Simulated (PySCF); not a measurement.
Mean polarisability (bohr³) of eight silicon and germanium compounds: PBE beside PBE0, computed with PySCF for isolated molecules in the bases named; differences from unrounded values. The eight are the first of their class met in an unordered collection, after screening for sound electronic states; none was chosen by its value. Each molecule has one DFT geometry for both levels.

```json
[
 {"molecule": "SiH2Cl2, SMILES Cl[SiH2]Cl", "basis": "def2-TZVPD", "PBE0": "54.1", "PBE": "[?]", "difference": "[?]"},
 {"molecule": "CH₃FO₂Si, SMILES O=C(O)[SiH2]F", "basis": "def2-TZVP", "PBE0": "42.9", "PBE": "[?]", "difference": "[?]"},
 {"molecule": "C₂H₁₀OSi₂, SMILES COC[SiH2][SiH3]", "basis": "def2-TZVP", "PBE0": "88.5", "PBE": "92.1", "difference": "3.6"},
 {"molecule": "C2H7FGe, SMILES [GeH2]([CH2]C)[F]", "basis": "def2-TZVP", "PBE0": "54.2", "PBE": "56.2", "difference": "2.0"},
 {"molecule": "Si(Cl)(OH)2(OMe) (CH5ClO3Si), SMILES CO[Si](O)(O)Cl", "basis": "def2-TZVP", "PBE0": "55.7", "PBE": "58.4", "difference": "2.8"},
 {"molecule": "C₃H₇NSi, SMILES [SiH3]C=C=CN", "basis": "def2-TZVP", "PBE0": "77.8", "PBE": "80.6", "difference": "2.8"},
 {"molecule": "Ge(F)(OH)2(NH2) (FGeH4NO2), SMILES [NH2][Ge]([F])([OH])[OH]", "basis": "def2-TZVP", "PBE0": "39.5", "PBE": "41.9", "difference": "2.4"},
 {"molecule": "Ge(F)(Cl)(NH2)2 (ClFGeH4N2), SMILES [NH2][Ge]([NH2])([Cl])[F]", "basis": "def2-TZVP", "PBE0": "53.4", "PBE": "[?]", "difference": "[?]"}
]
```

Fill in the missing entries. (An estimate is asked for; the answer gives what the named calculation found.)


- CH₃FO₂Si, SMILES O=C(O)[SiH2]F, PBE: 45.3
- CH₃FO₂Si, SMILES O=C(O)[SiH2]F, difference: 2.5
- SiH2Cl2, SMILES Cl[SiH2]Cl, PBE: 56.4
- SiH2Cl2, SMILES Cl[SiH2]Cl, difference: 2.2
- Ge(F)(Cl)(NH2)2 (ClFGeH4N2), SMILES [NH2][Ge]([NH2])([Cl])[F], PBE: 56.0
- Ge(F)(Cl)(NH2)2 (ClFGeH4N2), SMILES [NH2][Ge]([NH2])([Cl])[F], difference: 2.6

PBE lies below PBE0 in 0 and above it in 8 of the eight; the mean signed difference is 2.6 and the largest 3.6 bohr³.
